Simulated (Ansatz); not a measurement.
`[CH2]B(C)N`• → B• + 2 C• + 7 H• + N•  (atomization)

Isolated molecules relaxed with PBE0-D4/def2-TZVP in Ansatz; ΔE leaves out vibrations. CCSD(T)/CBS is the MP2 limit (def2-TZVPP, def2-QZVPP) plus CCSD(T) − MP2 in def2-TZVPP, frozen cores. This one scheme is used for every species, atoms too. No spin–orbit coupling; open shells (•) take unrestricted orbitals. Spin–orbit coupling would lower the free atoms: a little for B, C. Each species was taken in one conformer, which may not be the lowest.

```tsv
species	CCSD(T)/CBS(def2) energy (Eh)
`[CH2]B(C)N`•	-159.82284
B•	-24.60433
C•	-37.79194
H•	-0.50000
N•	-54.53257
```

Problem. Work out ΔE.

Solution. ΔE = 7 × (-0.50000) + 2 × (-37.79194) + (-24.60433) + (-54.53257) − (-159.82284) = 1.60206 Eh = +4206.2 kJ/mol.

Largest T1 diagnostic among the species: 0.014.

Leaving LDA and LC-ωPBE aside and taking each functional with its dispersion term where it has one, the values, not all of them listed here, spread over 159.3 kJ/mol, from BHLYP-D4 to PBE-D4. LDA lies +482.9 kJ/mol from PBE without D4, its usual overbinding. In def2-TZVPP, CCSD(T) changes the Hartree–Fock value by +917.8 kJ/mol (the triples alone add +46.9 kJ/mol) and MP2 by +957.9 kJ/mol; breaking electron pairs costs correlation energy, which Hartree–Fock lacks.

For atomizations the MP2-based limit and the directly extrapolated one differ by several kJ/mol either way, and by 10 to 25 for some Ge, Se and Sn compounds, so smaller differences from it don't rank the levels.
